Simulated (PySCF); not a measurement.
System: CH$_{5}$O$_{3}$Si, charge -1, multiplicity 1. It need not be the lowest isomer of its formula. Whether it binds its extra electron was not tested at this geometry. 
Geometry from a B3LYP-D3(BJ)/def2-TZVP (Ansatz) optimisation:
```xyz
10

Si    -0.0889     0.0504    -0.0074
C     -1.8252    -0.0023     0.2312
O      0.4077    -1.1399    -1.1120
O      0.7690     1.3801    -0.5991
O      0.7335    -0.2044     1.4565
H     -2.4867    -0.0742    -0.6312
H     -2.2735     0.5458     1.0589
H     -0.2097    -1.8719    -1.0165
H      1.7138     1.2001    -0.6429
H      0.1712    -0.7783     1.9862
```
Charge -1, spin multiplicity 1.

Dispersion corrections to the total energy (kcal/mol) from the dftd3 and dftd4 libraries through PySCF: D3(BJ) without and D4 with the three-body term, each with the damping fitted for the functional named.

```json
[
 {"functional": "HSE06", "D3(BJ)": "-2.91", "D4": "___"},
 {"functional": "PBE0", "D3(BJ)": "-3.84", "D4": "___"},
 {"functional": "HF", "D3(BJ)": "-35.83", "D4": "-19.30"},
 {"functional": "revPBE", "D3(BJ)": "-11.07", "D4": "-16.86"},
 {"functional": "LC-wPBE", "D3(BJ)": "-4.20", "D4": "-5.96"},
 {"functional": "BHLYP", "D3(BJ)": "___", "D4": "-6.35"},
 {"functional": "BLYP", "D3(BJ)": "-9.52", "D4": "-11.93"}
]
```

Q: Some entries are withheld; supply them.

A: 
- HSE06, D4: -4.17
- PBE0, D4: -4.50
- BHLYP, D3(BJ): -6.22
